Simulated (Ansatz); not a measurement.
Relaxation of Cl$_{3}$H$_{3}$OTi (8 atoms, charge 0, multiplicity 1), to a largest force component of 0.03 eV/Å in at most 50 steps.

The calculation used RKS B3LYP-D4/def2-SVP (Ansatz).

```xyz
8
Properties=species:S:1:pos:R:3
Ti -0.652 -0.150 -0.708
O 0.272 -1.100 0.952
Cl -0.210 -1.396 -2.421
Cl -2.776 -0.167 -0.317
Cl -0.047 1.878 -1.234
H 1.110 0.892 1.655
H 1.168 1.526 1.355
H 1.135 -1.483 0.718
```

Where does it end, and by what steps?

It converged. The force dipped under the threshold on the way, but the program's further checks kept it going. After 33 steps the energy has fallen by 1.277 eV; H8 moved furthest, 1.09 Å.

| step | energy less start (eV) | largest force component (eV/Å) | accepted |
| --- | --- | --- | --- |
| 0 | 0.0000 | 3.222 | yes |
| 2 | -1.1596 | 0.752 | yes |
| 4 | -1.2122 | 0.247 | yes |
| 6 | -1.2338 | 0.084 | yes |
| 8 | -1.2354 | 0.292 | yes |
| 10 | -1.2382 | 0.030 | yes |
| 12 | -1.2161 | 0.855 | no |
| 14 | -1.2400 | 0.348 | no |
| 16 | -1.2441 | 0.043 | yes |
| 18 | -1.2478 | 0.019 | yes |
| 20 | -1.2499 | 0.051 | yes |
| 22 | -1.2532 | 0.048 | yes |
| 24 | -1.2557 | 0.041 | yes |
| 26 | -1.2597 | 0.270 | yes |
| 28 | -1.2682 | 0.111 | yes |
| 30 | -1.2610 | 0.787 | no |
| 32 | -1.2751 | 0.164 | yes |
| 33 | -1.2765 | 0.019 | yes |

```xyz
8
Properties=species:S:1:pos:R:3
Ti -0.764 -0.398 -0.866
O 0.139 -0.983 0.507
Cl -0.220 -1.552 -2.644
Cl -2.907 -0.564 -0.456
Cl -0.219 1.707 -1.130
H 1.450 1.316 1.400
H 1.801 1.050 2.022
H 0.720 -0.575 1.167
```

The run took 2.7 min on 2 threads of Arm Neoverse V2, on a shared host, peak memory 0.31 GiB.
